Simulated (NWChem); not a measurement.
Species: C2H3AlFNO; SMILES [CH3][Al]([F])[N]=C=O

```xyz
9

Al    -0.0383     0.9031    -0.0023
F     -1.5595     1.5741     0.0036
C      1.5506     1.9963    -0.0022
H      2.2272     1.7096    -0.8235
H      2.1149     1.8588     0.9350
H      1.3178     3.0668    -0.1036
N      0.0140    -0.8690    -0.0017
C      0.0092    -2.0703     0.0001
O      0.0135    -3.2380     0.0018
```
Atoms are numbered in this order, from 1.

Computed with NWChem. Pople sets run with spherical d functions. All runs use the structure optimised with PBE0/def2-SVP. Atomic charges in e: unrestrained fits to the electrostatic potential beside Mulliken populations; buried atoms are poorly determined by the fit.

Q: Predict the results for Hartree-Fock/6-31G*. Quantities: ESP Al1; Mulliken Al1; ESP F2; Mulliken F2; ESP C3; Mulliken C3; ESP N7; Mulliken N7; ESP C8; Mulliken C8; relative RMS misfit of the potential (%).

A: ESP Al1: 1.37
Mulliken Al1: 1.26
ESP F2: -0.53
Mulliken F2: -0.60
ESP C3: -0.80
Mulliken C3: -0.82
ESP N7: -0.92
Mulliken N7: -0.70
ESP C8: 0.90
Mulliken C8: 0.78
relative RMS misfit of the potential (%): 18
